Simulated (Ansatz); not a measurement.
All numbers were calculated with Ansatz.

A structure relaxed at PBE0-D4/def2-TZVP, charge 0, multiplicity 1:

```xyz
14

C    -0.557    0.081   -1.486
N     0.152   -0.145   -0.221
Si    0.593    1.261    0.681
O    -0.693    2.153    1.185
Si    0.327   -1.750    0.334
F    -1.036   -2.326    0.955
H    -0.133    0.939   -2.015
H    -0.463   -0.789   -2.141
H    -1.622    0.274   -1.330
H     1.407    0.778    1.824
H     1.332    2.192   -0.202
H    -1.289    1.756    1.822
H     1.340   -1.792    1.409
H     0.641   -2.631   -0.816
```

(1) Give its formula and SMILES.

(2) Point group (tolerance 0.08 Å, 0.16 Å for H)?

(3) Summarise the bond lengths by kind.

## Answers

(1) CH8FNOSi2, `CN([SiH2]O)[SiH2]F`.

(2) C1.

(3) 1 × C–N 1.467 Å; 3 × C–H 1.093 to 1.094 Å; 2 × N–Si 1.707 to 1.727 Å; 1 × O–Si 1.644 Å; 4 × H–Si 1.477 to 1.484 Å; 1 × H–O 0.959 Å; 1 × F–Si 1.605 Å.
